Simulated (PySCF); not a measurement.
Si(NH2)2 (H₄N₂Si), SMILES [Si](N)N (connectivity only; charge and spin as stated), neutral, multiplicity 1.

Coordinates come from a B3LYP-D3(BJ)/def2-TZVP optimisation. Other conformers were not sampled.

Level of theory: PBE0/def2-TZVPD (PySCF).

Computed frontier levels, gap, dipole moment and polarisability:
highest occupied level: -6.44 eV
lowest empty level: -0.44 eV
orbital gap: 6.00 eV
dipole moment: 2.19 D
quadrupole, principal values (traceless, Buckingham form, about the centre of nuclear charge): -5.51, -1.78, 7.29 D·Å
mean static polarisability: 51.8 bohr³ (7.67 Å³)
polarisability, principal values: 43.9, 52.6, 58.8 bohr³
